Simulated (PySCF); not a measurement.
Ga(PH2)3 (GaH6P3), SMILES [PH2][Ga]([PH2])[PH2]. Atoms are numbered in the order given.

```xyz
10

Ga     0.0180     0.0041     0.0000
P     -0.1276     1.1567    -2.0109
H      0.8561     2.1310    -1.6606
H      0.7917     0.3013    -2.6915
P      0.1112    -2.3176     0.0000
H     -0.8451    -2.4642     1.0509
H     -0.8451    -2.4642    -1.0509
P     -0.1276     1.1567     2.0109
H      0.7917     0.3013     2.6915
H      0.8561     2.1310     1.6606
```
Charge 0, spin multiplicity 1.

The structure is a stationary point at PBE0-D3(BJ)/def2-SVP. The structure was generated by enumeration; whether it is a known compound was not checked. Other conformers were not sampled.

Level of theory: PBE0/pcSseg-1 run with PySCF.

GIAO shieldings, no solvent; atoms listed in one row are averaged. δ = σ(ref) − σ: ³¹P against PH3 (σ = 586.6 ppm); ¹H against TMS (σ = 31.56 ppm), references at their B3LYP-D3(BJ)/def2-TZVP geometries, non-relativistic.

| nucleus | atoms | count | δ (ppm) |
|---|---|---|---|
| ³¹P | P8, P2 | 2 | 32.9 |
| ³¹P | P5 | 1 | 25.7 |
| ¹H | H9, H4 | 2 | 2.44 |
| ¹H | H6, H7 | 2 | 2.36 |
| ¹H | H3, H10 | 2 | 2.33 |
